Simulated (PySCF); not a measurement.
C₂H₈AsGa, charge +1, doublet, geometry from GFN2-xTB (such geometries of metal compounds can be far from the true shape) (a state made from the parent by changing its charge; the spin is typed, not shown lowest); DF-BLYP/6-31G* (PySCF).

PySCF was given this input:
```python
from pyscf import gto, scf, dft

mol = gto.M(
    atom='''
Ga    0.505330   -0.769123    0.428570
C     2.180751   -1.008223   -0.748431
H     2.939411   -1.570042   -0.195308
H     2.573826   -0.021814   -1.017630
H     1.916008   -1.557320   -1.657810
C    -0.663889   -1.329582    2.031139
H    -1.460564   -1.997955    1.688945
H    -1.105066   -0.435009    2.484076
H    -0.047406   -1.851910    2.768945
As   -0.816870    1.335458   -0.680680
H    -2.076828    0.518366   -0.564058
H    -0.549050    0.715225   -2.026647
''',
    basis='6-31g*',
    charge=1,
    spin=1,
    verbose=4,
)

mf = dft.UKS(mol)
mf.xc = 'blyp'
mf.level_shift = 0.1
mf.max_cycle = 100
mf = mf.density_fit(auxbasis='def2-universal-jkfit')
mf.kernel()
```

What the program printed (banner, timings and long lists left out):

```
PySCF version 2.14.0

[INPUT] verbose = 4
[INPUT] num. atoms = 12
[INPUT] num. electrons = 83
[INPUT] charge = 1
[INPUT] spin (= nelec alpha-beta = 2S) = 1
[INPUT] symmetry False subgroup None
[INPUT] Mole.unit = angstrom
[INPUT] Symbol           X                Y                Z      unit          X                Y                Z       unit  Magmom
[INPUT]  1 Ga     0.505330000000  -0.769123000000   0.428570000000 AA    0.954935302526  -1.453431826104   0.809879925205 Bohr   0.0
[INPUT]  2 C      2.180751000000  -1.008223000000  -0.748431000000 AA    4.121022135871  -1.905265342487  -1.414329613134 Bohr   0.0
[INPUT]  3 H      2.939411000000  -1.570042000000  -0.195308000000 AA    5.554681757534  -2.966949384064  -0.369078629937 Bohr   0.0
[INPUT]  4 H      2.573826000000  -0.021814000000  -1.017630000000 AA    4.863826232285  -0.041222485681  -1.923041996141 Bohr   0.0
[INPUT]  5 H      1.916008000000  -1.557320000000  -1.657810000000 AA    3.620730372476  -2.942908288308  -3.132806866565 Bohr   0.0
[INPUT]  6 C     -0.663889000000  -1.329582000000   2.031139000000 AA   -1.254568387111  -2.512545840151   3.838296430923 Bohr   0.0
[INPUT]  7 H     -1.460564000000  -1.997955000000   1.688945000000 AA   -2.760065947399  -3.775587759205   3.191643489454 Bohr   0.0
[INPUT]  8 H     -1.105066000000  -0.435009000000   2.484076000000 AA   -2.088272089569  -0.822047871721   4.694223312605 Bohr   0.0
[INPUT]  9 H     -0.047406000000  -1.851910000000   2.768945000000 AA   -0.089584356661  -3.499602707343   5.232547703984 Bohr   0.0
[INPUT] 10 As    -0.816870000000   1.335458000000  -0.680680000000 AA   -1.543660579373   2.523649870859  -1.286298778469 Bohr   0.0
[INPUT] 11 H     -2.076828000000   0.518366000000  -0.564058000000 AA   -3.924636127828   0.979569772286  -1.065915138370 Bohr   0.0
[INPUT] 12 H     -0.549050000000   0.715225000000  -2.026647000000 AA   -1.037554128692   1.351579367442  -3.829807781171 Bohr   0.0

nuclear repulsion = 480.275995209765
number of shells = 52
number of NR pGTOs = 276
number of NR cGTOs = 108
basis = 6-31g*
ecp = {}

******** <class 'pyscf.df.df_jk.DFUKS'> ********
method = DFUKS
initial guess = minao
damping factor = 0
level_shift factor = 0.1
DIIS = <class 'pyscf.scf.diis.CDIIS'>
diis_start_cycle = 1
diis_space = 8
diis_damp = 0
SCF conv_tol = 1e-09
SCF conv_tol_grad = None
SCF max_cycles = 100
direct_scf = False
number electrons alpha = 42  beta = 41
XC library pyscf.dft.libxc version 7.1.2
    S. Lehtola, C. Steigemann, M. J. T. Oliveira, and M. A. L. Marques,  SoftwareX 7, 1–5 (2018)
XC functionals = blyp
    A. D. Becke,  Phys. Rev. A 38, 3098 (1988)
    C. Lee, W. Yang, and R. G. Parr,  Phys. Rev. B 37, 785 (1988)
    B. Miehlich, A. Savin, H. Stoll, and H. Preuss,  Chem. Phys. Lett. 157, 200 (1989)
radial grids:
    Treutler-Ahlrichs [JCP 102, 346 (1995); DOI:10.1063/1.469408] (M4) radial grids

becke partition: Becke, JCP 88, 2547 (1988); DOI:10.1063/1.454033
pruning grids: <function nwchem_prune>
grids dens level: 3
symmetrized grids: False
atomic radii adjust function: <function treutler_atomic_radii_adjust>
small_rho_cutoff = 0
Set gradient conv threshold to 3.16228e-05
tot grids = 148032
init E= -4239.77866265762

cycle= 1 E= -4240.84017075952  delta_E= -1.06  |g|= 0.609  |ddm|= 2.16
cycle= 2 E= -4240.74601450616  delta_E= 0.0942  |g|= 0.863  |ddm|= 1.27
cycle= 3 E= -4240.9521896109  delta_E= -0.206  |g|= 0.0999  |ddm|= 0.558
cycle= 4 E= -4240.95862286816  delta_E= -0.00643  |g|= 0.0206  |ddm|= 0.174
cycle= 5 E= -4240.95880762999  delta_E= -0.000185  |g|= 0.00836  |ddm|= 0.0292
cycle= 6 E= -4240.95884369831  delta_E= -3.61e-05  |g|= 0.0019  |ddm|= 0.0124
cycle= 7 E= -4240.95884608919  delta_E= -2.39e-06  |g|= 0.00051  |ddm|= 0.00285
cycle= 8 E= -4240.95884640501  delta_E= -3.16e-07  |g|= 0.000184  |ddm|= 0.00135
cycle= 9 E= -4240.95884645289  delta_E= -4.79e-08  |g|= 8.4e-05  |ddm|= 0.000479
cycle= 10 E= -4240.95884646607  delta_E= -1.32e-08  |g|= 3.28e-05  |ddm|= 0.000235
cycle= 11 E= -4240.95884646935  delta_E= -3.28e-09  |g|= 1.36e-05  |ddm|= 0.000128
cycle= 12 E= -4240.95884647021  delta_E= -8.54e-10  |g|= 8.59e-06  |ddm|= 6.43e-05
Extra cycle  E= -4240.95884647043  delta_E= -2.23e-10  |g|= 1.53e-05  |ddm|= 7.49e-05
converged SCF energy = -4240.95884647043  <S^2> = 0.75182903  2S+1 = 2.0018282
```
